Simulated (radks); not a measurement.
The numbers below are computed, except where a source is named.
Charge is removed step by step from the 2s1/2 level of Li, starting from [He] 2s1. Code: a radial shooting solver on a logarithmic mesh with Libxc functionals. Model: Dirac Kohn-Sham, LDA (Slater exchange, Perdew-Wang correlation), spin-unpolarised, spherical densities, point nucleus.

removed (e)  E - E(0) (eV)  eigenvalue (eV)  E minus straight line (eV)
0                    0.000           -2.874                       0.000
0.125                0.396           -3.470                      -0.258
0.25                 0.868           -4.080                      -0.441
0.375                1.417           -4.700                      -0.547
0.5                  2.043           -5.318                      -0.575
0.625                2.746           -5.923                      -0.527
0.75                 3.522           -6.487                      -0.406
0.875                4.363           -6.941                      -0.219
1                    5.237           -6.530                       0.000

Removing the whole electron costs 5.237 eV by Delta-SCF, against 2.874 eV from minus the eigenvalue at the starting occupation. Slater's transition state (half an electron removed) gives 5.318 eV. Integrating minus the eigenvalue over the occupation (Janak's theorem) gives 5.221 eV. The mean slope of the eigenvalue, de/dn, is 3.66 eV per electron. Ionisation energy of Li in the NIST Atomic Spectra Database: 5.392 eV (measured).

Beside tabulated values, note that spin-unpolarised runs miss the spin-polarisation part of the exchange energy of open shells.
